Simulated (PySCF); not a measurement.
Si3H9NO

The system: Si3H9NO, a small molecule; neutral, singlet. The structure, one conformer, was relaxed in the gas phase by PBE0-D3(BJ)/def2-SVP. No frequency run checks that it is a minimum.

SMILES: [SiH3]ON([SiH3])[SiH3]

```xyz
14

Si   -0.680    1.428    1.135
N    -0.215    0.268   -0.107
Si   -0.656    0.277   -1.812
O     1.177   -0.081    0.040
Si    1.271   -1.660    0.661
H    -2.125    1.715    0.902
H    -0.468    0.812    2.476
H     0.111    2.694    1.059
H    -2.103    0.637   -1.856
H    -0.429   -1.085   -2.376
H     0.141    1.264   -2.603
H     0.622   -2.624   -0.273
H     0.615   -1.731    1.998
H     2.732   -1.929    0.772
```
Atoms count from 1 in this order.

Shieldings: GIAO PBE0/pcSseg-1. Shifts are against computed references at the same level: H TMS (σ 31.27 ppm), Si TMS (σ 352.0 ppm). Core levels by delta-SCF with SCAN, pcX-2 on the ionised atom and pcseg-1 elsewhere, spin-free X2C (2p3/2 is the spin-free 2p value less a third of a first-order spin-orbit splitting); from the vacuum level, for chosen atoms.

(1) Give the shieldings and core levels atom by atom.

(2) Which of Si1, Si5 holds its core electrons tightest, and by how much against the loosest?

(3) By CAM-B3LYP/def2-SVPD (TDDFT singlets, Tamm-Dancoff triplets, ionisation by delta-SCF), where does absorption start, and what does vertical ionisation take?

## Answers

(1) 
| atoms | bonded to | σ (ppm) | δ (ppm) | core level (eV) |
| --- | --- | --- | --- | --- |
| Si1 Si3 | 1 N + 3 H | 401.1 | -49.1 | 2p3/2 107.17 |
| N2 | 1 O + 2 Si | 143.7 | - | 1s 405.27 |
| O4 | 1 N + 1 Si | 265.0 | - | 1s 538.40 |
| Si5 | 1 O + 3 H | 380.2 | -28.2 | 2p3/2 107.47 |
| H6 H7 H8 | 1 Si | 26.52 | 4.74 | - |
| H9 H10 H11 | 1 Si | 26.53 | 4.74 | - |
| H12 H13 H14 | 1 Si | 26.47 | 4.80 | - |

Values are those of this one static structure, with the three H of a rotating XH3 group averaged; atoms that internal rotation interchanges would show their mean in an NMR spectrum.

(2) Si5 (bonded to 1 O + 3 H), by 0.30 eV over Si1 (bonded to 1 N + 3 H).

(3) The lowest singlet lies at 5.86 eV (f 0.001), the strongest of the first 6 at 7.03 eV (f 0.029), the lowest triplet at 5.29 eV; vertical ionisation takes 9.17 eV.
